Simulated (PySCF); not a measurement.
# Ionisation energy of Er⁵⁹⁺ by level of theory

Er⁵⁹⁺ [He] 2s2 2p5 (2P) → Er⁶⁰⁺ [He] 2s2 2p4 (3P), as a difference of total energies. Calculation: PySCF 2.14, in an uncontracted even-tempered set (19 s from 35 bohr⁻², ratio 2.2; 13 p from 46 bohr⁻², ratio 2.2; 6 d from 180 bohr⁻², ratio 2.4; 5 f from 280 bohr⁻², ratio 2.4; 4 g from 410 bohr⁻², ratio 2.4); scalar relativity by spin-free X2C-1e. Correlated levels: nothing frozen; virtual orbitals above 40 to 60 times the deepest correlated orbital energy dropped. The calculations carry no spin-orbit coupling.

```csv
method,ionisation energy (eV)
UHF,13522.5
LDA,13517.0
PBE,13521.4
PBE0,13522.2
r2SCAN,13526.8
MN15,13527.4
TPSSh,13522.0
MP2 (all electrons),13524.3
SCS-MP2 (all electrons),13524.3
```

Spin-orbit coupling is strong in these open shells (close to jj coupling). The scalar numbers leave it out and a first-order estimate fails, so it can dominate the gap to the real levels.

For this ion Breit and QED terms and the two-electron picture change, all absent here, outweigh the differences among the correlated methods.

For comparison: 13217 ± 7 eV (theoretical estimate listed by NIST; NIST Atomic Spectra Database, ionization energies).
